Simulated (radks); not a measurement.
Problem. Nb36+, configuration [He] 2s2 2p1. All-electron calculation, scalar-relativistic Kohn-Sham, r2SCAN, spin-polarised, spherical densities, finite nucleus; open shells are filled with parallel spins first (spin-orbit coupling, left out, can overturn this in heavy ions); meta-GGA in the generalised Kohn-Sham scheme; Fermi nuclear charge, rms radius 4.324 fm. Program: a radial shooting solver on a logarithmic mesh with Libxc functionals. Some entries of the table are withheld. Estimate them.

orbital,occ.,eigenvalue (eV),<r^2> (bohr^2),<r> (bohr)
1s up,1,-21757.71,0.001740,(1)
1s down,1,-21742.26,0.001736,(2)
2s up,1,-5058.750,0.02578,(3)
2s down,1,-5032.185,0.02593,(4)
2p up,1,(5),0.01959,0.1274
2p down,0,(6),0.01974,0.1279

Solution. 
(1) 1s up <r> (bohr): 0.03593
(2) 1s down <r> (bohr): 0.03590
(3) 2s up <r> (bohr): 0.1484
(4) 2s down <r> (bohr): 0.1488
(5) 2p up eigenvalue (eV): -4859.648
(6) 2p down eigenvalue (eV): -4826.210
